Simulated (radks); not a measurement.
All-electron atom: O4+ in [He] 2s1 2p1 (not the ground configuration). Calculated with a radial shooting solver on a logarithmic mesh with Libxc functionals: scalar-relativistic Kohn-Sham, exchange-only LDA, spin-polarised, spherical densities, point nucleus; open shells are filled with parallel spins first.

Normalised radial functions P(r) = r R(r), r in bohr:

r,1s down,2s up,2p down
0.01385,0.5358,0.1552,0.0041
0.01537,0.5873,0.1700,0.0050
0.01692,0.6384,0.1848,0.0060
0.01878,0.6979,0.2019,0.0073
0.02067,0.7566,0.2188,0.0088
0.02293,0.8243,0.2382,0.0107
0.02525,0.8907,0.2572,0.0128
0.02779,0.9607,0.2771,0.0154
0.03083,1.0403,0.2997,0.0187
0.03394,1.1171,0.3213,0.0224
0.03766,1.2033,0.3454,0.0272
0.04146,1.2851,0.3681,0.0324
0.046,1.3753,0.3928,0.0392
0.05063,1.4593,0.4153,0.0466
0.05574,1.5427,0.4371,0.0554
0.06185,1.6311,0.4595,0.0666
0.06808,1.7094,0.4782,0.0788
0.07554,1.7887,0.4958,0.0943
0.08315,1.8549,0.5085,0.1110
0.09226,1.9166,0.5175,0.1321
0.1016,1.9623,0.5203,0.1546
0.1118,1.9949,0.5168,0.1803
0.124,2.0132,0.5046,0.2123
0.1365,2.0124,0.4844,0.2457
0.1515,1.9904,0.4513,0.2866
0.1668,1.9493,0.4096,0.3289
0.1851,1.8817,0.3510,0.3795
0.2037,1.7979,0.2840,0.4307
0.2242,1.6947,0.2043,0.4860
0.2488,1.5628,0.1038,0.5498
0.2739,1.4256,-0.0014,0.6117
0.3039,1.2643,-0.1272,0.6806
0.3345,1.1083,-0.2521,0.7446
0.3712,0.9374,-0.3934,0.8123
0.4086,0.7831,-0.5256,0.8712
0.4497,0.6370,-0.6550,0.9242
0.499,0.4927,-0.7864,0.9725
0.5493,0.3759,-0.8939,1.0060
0.6095,0.2694,-0.9891,1.0276
0.6709,0.1902,-1.0520,1.0322
0.7444,0.1243,-1.0885,1.0189
0.8195,0.0800,-1.0902,0.9891
0.902,0.0488,-1.0605,0.9428
1.001,0.0269,-0.9950,0.8752
1.102,0.0145,-0.9076,0.7991
1.222,0.0069,-0.7911,0.7051
1.346,0.0032,-0.6712,0.6116
1.493,0.0013,-0.5377,0.5076
1.644,0.0005,-0.4194,0.4136
1.809,0.0002,-0.3126,0.3256
2.007,0.0000,-0.2150,0.2405
2.21,0.0000,-0.1439,0.1739
2.452,0.0000,-0.0871,0.1161
2.699,0.0000,-0.0513,0.0757
2.995,0.0000,-0.0267,0.0446
3.297,0.0000,-0.0135,0.0256

1s down: eigenvalue -608.96 eV, 0 radial nodes, <r> = 0.199 bohr, 90 % of the charge inside 0.356 bohr. 2s up: eigenvalue -102.91 eV, 1 radial node at r = 0.274 bohr, <r> = 0.932 bohr, 90 % of the charge inside 1.43 bohr. 2p down (empty): eigenvalue -75.863 eV, 0 radial nodes, <r> = 0.877 bohr, 90 % of the charge inside 1.45 bohr.
